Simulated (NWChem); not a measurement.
All runs are NWChem calculations. System: F2Mg, charge 0, spin multiplicity 1, at a geometry optimised with PBE/def2-SVP. The structure started from a generated list of species. Level: LC-wPBE (omega 0.3 per bohr)/def2-TZVP.

Input file:

```
start mol
memory heap 200 mb stack 900 mb global 1100 mb
geometry units angstroms nocenter noautoz
  Mg     0.000000     0.000000     0.000000
  F      0.000000     0.000000     1.768196
  F      0.000000     0.000000    -1.768196
  symmetry group D2h
end
basis spherical
  * library def2-tzvp
end
dft
  xc xwpbe 1.00 cpbe96 1.0 hfexch 1.00
  cam 0.3 cam_alpha 0.00 cam_beta 1.00
  direct
  iterations 100
end
task dft energy
```

NWChem printed:

```
             Northwest Computational Chemistry Package (NWChem) 7.3.0
             --------------------------------------------------------

                                NWChem Input Module
                                -------------------

 Scaling coordinates for geometry "geometry" by  1.889725989
 (inverse scale =  0.529177249)

 Turning off AUTOSYM since
 SYMMETRY directive was detected!

                             Geometry "geometry" -> ""
                             -------------------------

 Output coordinates in angstroms (scale by  1.889725989 to convert to a.u.)

  No.       Tag          Charge          X              Y              Z
 ---- ---------------- ---------- -------------- -------------- --------------
    1 Mg                  12.0000     0.00000000     0.00000000     0.00000000
    2 F                    9.0000     0.00000000     0.00000000     1.76819600
    3 F                    9.0000     0.00000000     0.00000000    -1.76819600

 Effective nuclear repulsion energy (a.u.)      76.7640942341

            Nuclear Dipole moment (a.u.)
            ----------------------------
        X                 Y               Z
 ---------------- ---------------- ----------------
     0.0000000000     0.0000000000     0.0000000000

      Symmetry information
      --------------------

 Group name             D2h
 Group number             26
 Group order               8
 No. of unique centers     2

      Symmetry unique atoms

     1    2


 Summary of "ao basis" -> "" (spherical)
 ------------------------------------------------------------------------------
       Tag                 Description            Shells   Functions and Types
 ---------------- ------------------------------  ------  ---------------------
 *                         def2-tzvp                  on all atoms

  pbe96 is a nonlocal functional; adding pw91lda local functional.

                                 NWChem DFT Module
                                 -----------------

 Summary of "ao basis" -> "ao basis" (spherical)
 ------------------------------------------------------------------------------
[...]
    45      0.197373  2 F  py                76     -0.197373  3 F  py
    24      0.060052  1 Mg d -1              29      0.059086  1 Mg d -1

 Vector   15  Occ=2.000000D+00  E=-4.513789D-01  Symmetry=b2g
              MO Center=  2.2D-17, -1.2D-29, -2.7D-17, r^2= 3.6D+00
   Bfn.  Coefficient  Atom+Function         Bfn.  Coefficient  Atom+Function
  ----- ------------  ---------------      ----- ------------  ---------------
    38      0.344395  2 F  px                69     -0.344395  3 F  px
    41      0.278158  2 F  px                72     -0.278158  3 F  px
    44      0.197373  2 F  px                75     -0.197373  3 F  px
    26     -0.060052  1 Mg d  1              31     -0.059086  1 Mg d  1

 Vector   16  Occ=0.000000D+00  E=-4.850428D-03  Symmetry=ag
              MO Center=  5.3D-15, -7.4D-15, -3.5D-15, r^2= 5.5D+00
   Bfn.  Coefficient  Atom+Function         Bfn.  Coefficient  Atom+Function
  ----- ------------  ---------------      ----- ------------  ---------------
     5      0.919745  1 Mg s                  3     -0.165587  1 Mg s
    30     -0.150641  1 Mg d  0               4      0.143743  1 Mg s
    25     -0.097839  1 Mg d  0              40      0.092642  2 F  pz
    71     -0.092642  3 F  pz                37     -0.076028  2 F  s
    68     -0.076028  3 F  s                 36     -0.075547  2 F  s

 Vector   17  Occ=0.000000D+00  E= 6.932031D-02  Symmetry=b2u
              MO Center=  2.3D-30,  7.4D-15, -2.4D-17, r^2= 6.2D+00
   Bfn.  Coefficient  Atom+Function         Bfn.  Coefficient  Atom+Function
  ----- ------------  ---------------      ----- ------------  ---------------
    16      0.997743  1 Mg py                45     -0.156152  2 F  py
    76     -0.156152  3 F  py                 7     -0.118944  1 Mg py
    39     -0.111030  2 F  py                70     -0.111030  3 F  py
    13      0.106483  1 Mg py                42     -0.071095  2 F  py
    73     -0.071095  3 F  py

 Vector   18  Occ=0.000000D+00  E= 6.932031D-02  Symmetry=b3u
              MO Center= -5.3D-15, -2.0D-30, -1.9D-18, r^2= 6.2D+00
   Bfn.  Coefficient  Atom+Function         Bfn.  Coefficient  Atom+Function
  ----- ------------  ---------------      ----- ------------  ---------------
    15      0.997743  1 Mg px                44     -0.156152  2 F  px
    75     -0.156152  3 F  px                 6     -0.118944  1 Mg px
    38     -0.111030  2 F  px                69     -0.111030  3 F  px
    12      0.106483  1 Mg px                41     -0.071095  2 F  px
    72     -0.071095  3 F  px

 center of mass
 --------------
 x =   0.00000000 y =   0.00000000 z =   0.00000000

 moments of inertia (a.u.)
 ------------------
         424.234029445911           0.000000000000           0.000000000000
           0.000000000000         424.234029445911           0.000000000000
           0.000000000000           0.000000000000           0.000000000000

     Multipole analysis of the density
     ---------------------------------

     L   x y z        total         alpha         beta         nuclear
     -   - - -        -----         -----         ----         -------
     0   0 0 0     -0.000000    -15.000000    -15.000000     30.000000

     1   1 0 0      0.000000      0.000000      0.000000      0.000000
     1   0 1 0      0.000000      0.000000      0.000000      0.000000
     1   0 0 1      0.000000      0.000000      0.000000      0.000000

     2   2 0 0    -11.951802     -5.975901     -5.975901      0.000000
     2   1 1 0     -0.000000     -0.000000     -0.000000      0.000000
     2   1 0 1      0.000000      0.000000      0.000000      0.000000
     2   0 2 0    -11.951802     -5.975901     -5.975901      0.000000
     2   0 1 1      0.000000      0.000000      0.000000      0.000000
     2   0 0 2    -25.925636   -113.447761   -113.447761    200.969885

 Task  times  cpu:       11.6s     wall:       11.6s

 Total times  cpu:       11.6s     wall:       11.6s
```
